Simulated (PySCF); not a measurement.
A species of formula C6H6ClF has this rotational fingerprint, computed with PBE0/def2-SVPD in PySCF (dipole) on a GFN2-xTB geometry, gas phase:

```
Rotational constants : A = 3632, B = 802.1, C = 657.0 MHz
Dipole components    : |μa| = 0.84 D, |μb| = 2.36 D, |μc| = 0.00 D
Inertial defect      : 0.00 u·Å²
κ                    : -0.90
```

Task: Which structure is it? (One computed conformer of each.)
A. `F[C@@H]1C(Cl)=C[C@H]2C[C@@H]12`
B. `[CH2:1]=[C:2]([Cl:3])/[CH:4]=[CH:5]\[CH:6]=[CH:7]\[F:8]` with C1–C2–C4–C5 180°, C4–C5–C6–C7 180°

Result: B. It is C=C(Cl)/C=C\C=C\F, a near-prolate asymmetric top, point group Cs. The candidates at the same level (rigid rotor, commonest isotopes):

```csv
SMILES,A (MHz),B (MHz),C (MHz),μa (D),μb (D),μc (D),Δ (u·Å²),point group,rotor
C=C(Cl)/C=C\C=C\F,3632,802.1,657.0,0.84,2.36,0.00,0.00,Cs,near-prolate asymmetric top
F[C@@H]1C(Cl)=C[C@H]2C[C@@H]12,2954,1406,1075,2.63,1.68,0.55,-60.31,C1,asymmetric top
```

`F[C@@H]1C(Cl)=C[C@H]2C[C@@H]12` has B 75 % too high. In the right answer the mirror of this Cs structure is the ab plane, so μc vanishes by symmetry. No structure here is proved a minimum.
